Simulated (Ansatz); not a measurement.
Errors in the atomisation enthalpy at 298 K

10 molecules; the atomisation enthalpy at 298 K in kJ/mol, computed less measured. Shapes, held fixed at every level: PBE0-D4/def2-TZVP. Flexible molecules stand in one conformer, not always the lowest. Thermal terms are harmonic and unscaled (PBE/def2-SVP, PBE0-D4/def2-TZVP); the spin-orbit lowering of the free atoms is taken from their spectra. Programs: Ansatz 0.2.0. Measured values: Active Thermochemical Tables, CRC Handbook of Chemistry and Physics, NIST-JANAF tables.

Levels: A = PBE-D4/def2-TZVPP; B = B3LYP-D4/def2-TZVPP; C = CCSD/def2-TZVPP.

```tsv
molecule	from tabulated heats	A	B	C
CO (carbon monoxide)	1077	+39	-17	-65
B(OH)F2 (difluorohydroxyborane)	2280	+66	-8	-90
CBr2ClF (dibromochlorofluoromethane)	1329	+100	-41	-130
CH2BrF (bromofluoromethane)	1556	+54	-10	-76
GeCl4 (germanium tetrachloride)	1353	+55	-30	-68
SiH2F2 (SMILES F[SiH2]F)	1836	-36	-41	-85
C2H3ClO (acetyl chloride)	2700	+111	-6	-142
C4H5N (pyrrole)	4322	+178	+14	-223
C4H5N (3-butenenitrile)	4270	+147	+8	-206
C5H8 (1,2-pentadiene)	5188	+136	+11	-208
```

Q: Sum up the errors.

A: 
```
              level                   kind  mean error  mean absolute error       worst case
  PBE-D4/def2-TZVPP                    GGA       +85.0                 92.2  C4H5N (pyrrole)
B3LYP-D4/def2-TZVPP          global hybrid       -12.0                 18.6          CBr2ClF
    CCSD/def2-TZVPP  coupled cluster or CI      -129.3                129.3  C4H5N (pyrrole)
```

On this set B3LYP-D4/def2-TZVPP has the smallest mean absolute error and CCSD/def2-TZVPP the largest. PBE-D4/def2-TZVPP is too high in 9 of 10; B3LYP-D4/def2-TZVPP is too low in 7 of 10; CCSD/def2-TZVPP is too low in 10 of 10. The heats of GeCl4 come from older tables and can be uncertain by 10 kJ/mol or more. The molecules' own spin-orbit binding is left out, so errors for heavy halides read too negative. Heats of the atoms come from ATcT where it has them, that of boron, 570 kJ/mol, from recent work. The tabulated values of B(OH)F2, SiH2F2 are in doubt (older tables, estimates, or at odds with other calculations) and kept here. Over the 8 molecules whose values aren't doubted the mean absolute errors are A 102.5; B 17.1; C 139.8. For CCSD/def2-TZVPP the error tends to grow with the atomisation enthalpy. Correlated wave functions converge slowly with the basis. CCSD also lacks the triples, which bind further. Relativity is left out for Br, Ge. Outer-core shells of Br, Ge are correlated, in sets that cover them unevenly. The set is small.
